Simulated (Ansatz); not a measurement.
`C=C[Si](O)(Cl)Cl` → `C=CCl` + `O[Si]Cl` at 400 K and 1 bar (silylene formation by 1,1-elimination).

Gas-phase electronic energies from Ansatz, PBE0-D4/def2-TZVP geometries. CCSD(T)/CBS adds triple-zeta CCSD(T) − MP2 to the extrapolated MP2 energy (def2 sets, frozen cores). This one scheme is used for every species. Each species was taken in one conformer, which may not be the lowest.

| species | CCSD(T)/CBS energy (Eh) | H − E (kJ/mol) | S (J/(mol·K)) |
| --- | --- | --- | --- |
| `C=C[Si](O)(Cl)Cl` | -1362.47327 | 197.5 | 419.1 |
| `C=CCl` | -537.65823 | 130.0 | 280.5 |
| `O[Si]Cl` | -824.69782 | 59.3 | 296.6 |

H − E and S are ideal-gas, rigid-rotor, harmonic terms from PBE0-D4/def2-TZVP, for one conformer and one mirror image of each species. 1 Eh = 2625.50 kJ/mol, R = 8.31446 J/(mol·K).

Problem. By hand: ΔE, ΔH, ΔS and ΔG.

Solution. ΔE = (-537.65823) + (-824.69782) − (-1362.47327) = 0.11722 Eh = 307.8 kJ/mol. Δ(H − E) = 130.0 + 59.3 − 197.5 = -8.2, so ΔH = 299.6 kJ/mol. ΔS = 280.5 + 296.6 − 419.1 = 158.0 J/(mol·K). ΔG = 299.6 − 400 × (158.0)/1000 = 236.4 kJ/mol.

Problem. By hand: the equilibrium constant, and the temperature at which ΔG would vanish if ΔH and ΔS stayed fixed.

Solution. log₁₀ K = −ΔG/(RT ln 10) = -30.9. ΔG = 0 at ΔH/ΔS = 1896 K.

The number of gas molecules changes by +1, which sets the sign of ΔS. A doubt of 5 kJ/mol in ΔE shifts log₁₀ K by 0.7 here. Other conformers and mirror images would add mixing entropy, several J/(mol·K) or more a flexible species. These are equilibria of isolated gas molecules and say nothing of rates. Largest T1 diagnostic: 0.014 (customary marks: 0.02 for closed shells, 0.045 for open ones).
